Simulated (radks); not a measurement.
Valence configurations of Zr I (all share [Kr]). All-electron calculation, Dirac Kohn-Sham, PBEsol, spin-unpolarised, spherical densities, point nucleus; open shells fill j = l - 1/2 first. Program: a radial shooting solver on a logarithmic mesh with Libxc functionals. Energies are relative to 4d2 5s2; eigenvalues in eV.

valence          E (eV)  e(4d3/2)  e(5p1/2)  e(5s1/2)
4d2 5s2           0.000    -3.654         -    -4.451
4d2.5 5s1.5       0.496    -2.952         -    -4.128
4d1.5 5s2 5p0.5   1.273    -4.974    -1.999    -5.155
4d2 5s1.5 5p0.5   1.481    -4.167    -1.815    -4.806
4d1.5 5s1.5 5p1   2.866    -5.465    -2.263    -5.477
4d4               2.882    -1.531         -         -
4d1 5s2 5p1       2.990    -6.357    -2.454    -5.842
4d2 5s1 5p1       2.991    -4.654    -2.085    -5.131
4d1 5s1 5p2       6.432    -7.281    -2.915    -6.411
5s2 5p2           7.897         -    -3.307    -7.162

NIST lists [Kr] 4d2 5s2 as the ground configuration; this level of theory agrees among the configurations tried. The energies are those of spherical spin-averaged densities, not of single terms.
